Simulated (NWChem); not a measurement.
**Which level was it?**

The species is CH5FOSn (9 atoms), meant as a singlet with charge 0. SMILES: `C[O][SnH2][F]`. The shape is that of a PBE0-D4/def2-TZVP optimisation. This is one conformer, not always the lowest.

```tsv
atom	x (Å)	y (Å)	z (Å)
C	0.5185	1.3729	0.0701
O	0.8680	0.0818	-0.3738
Sn	-0.3995	-1.3884	-0.2438
F	-0.6974	-1.6294	1.6405
H	1.3133	2.0605	-0.2311
H	-0.4206	1.7317	-0.3734
H	0.4221	1.4182	1.1609
H	-1.9160	-0.9243	-0.8599
H	0.3999	-2.7691	-0.8064
```

A calculation with NWChem 7.3.0 gave:

```yaml
total_energy: -430.0692 Eh
dipole_moment: 2.10 D
HOMO_energy: -6.23 eV
LUMO_energy: -1.19 eV
HOMO–LUMO_gap: 5.04 eV
largest_force: 1.069 eV/Å
```

Task: Which of these levels gave the numbers?
A. M06-2X/def2-SVP (core potential)
B. PBE0/def2-SVP (core potential)
C. HF/def2-SVP (core potential)
D. PBE/def2-SVP (core potential)

Result: D. The others give -430.0877 Eh (PBE0/def2-SVP (core potential)), -428.2602 Eh (HF/def2-SVP (core potential)), -430.1542 Eh (M06-2X/def2-SVP (core potential)).
